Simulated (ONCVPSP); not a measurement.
# Configuration tests for aluminium (ONCV)

```json
{
  "Element": "Al",
  "Generator": "ONCVPSP 4.0.1",
  "Type": "optimised norm-conserving Vanderbilt (ONCV)",
  "Functional": "PBEsol",
  "Relativity": "scalar-relativistic",
  "Frozen core": "[Ne]",
  "Valence charge": "3",
  "Reference configuration": "3s2 3p1",
  "Partial waves": "3s: rc 1.55 bohr, ncon 3, nbas 6, qcut 5.5 1/bohr, 2 projectors, debl 0.5 Ha; 3p: rc 2.90 bohr, ncon 5, nbas 10, qcut 2.7 1/bohr, 1 projector",
  "Local potential": "polynomial inside 1.40 bohr (lpopt 5, dvloc0 0 Ha)",
  "Core correction": "Teter function, fcfact 2.75, rcfact 1.7"
}
```

Energies are relative to the spin-unpolarised reference configuration 3s2 3p1; without spin polarisation the order of configurations can differ from experiment.

```csv
valence configuration,charge,ΔE all-electron (eV),error AE − PS (meV)
3s2 3p0,+1,5.736,-0.8
3s1 3p1,+1,11.527,-15
```

Q: What are ΔE and the potential's error for 3s1 3p0?

A: ΔE = 24.907 eV all-electron; the error (AE − PS) is -88 meV.

Q: What are ΔE and the potential's error for 3s2 3p0.5?

A: ΔE = 2.074 eV all-electron; the error (AE − PS) is +0.4 meV.

Note: ghosts flagged at negative energy: s at -117.6 eV; no localised positive-energy state flagged. A true bound ghost makes a file unfit for plane-wave use.
